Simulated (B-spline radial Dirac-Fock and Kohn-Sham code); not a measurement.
# Dipole and non-dipole photoemission parameters of Mn⁵⁺ 2p1/2

System: manganese as Mn⁵⁺, [Ar] 3d2; threshold 755.1 eV (orbital energy of the model). Level of theory: Dirac-Hartree-Slater photoionisation with a Latter tail; cross sections with all multipoles, angular parameters from the dipole term and its interference with E2; a radial atomic solver.

For linearly polarised light dσ/dΩ = σ/(4π) [1 + β P₂(cos θ) + (δ + γ cos²θ) sin θ cos φ], with θ from the polarisation vector and φ the angle between the beam and the projection of the electron momentum on the plane normal to the polarisation.

```
hν (eV)  σ (kb)      β       γ      δ
    800     324  1.125  -0.114  0.007
    946     214  1.369  -0.007  0.015
   1000     186  1.403   0.032  0.017
   1100     146  1.438   0.101  0.019
   1170     124  1.451   0.145  0.021
 1253.6     103  1.458   0.194  0.022
   1980    28.6  1.399   0.514  0.037
   2000    27.8  1.396   0.521  0.038
   2470    14.9  1.332   0.662  0.048
   2880    9.36  1.276   0.760  0.058
 2984.4    8.39  1.262   0.782  0.060
   3050       ?      ?       ?      ?
   3300    6.15  1.222   0.842  0.068
   5260    1.39  1.012   1.101  0.116
   6000   0.903  0.950   1.166  0.134
   6850   0.581  0.887   1.230  0.154
 8047.8   0.337  0.811   1.304  0.181
  10700   0.127  0.682   1.427  0.237
```

Question: Give the values at 3050 eV.

Answer: σ = 7.85 kb, β = 1.254, γ = 0.795, δ = 0.062.

Values without a named source are computed, but for edge energies of neutral atoms, which are taken from tables.
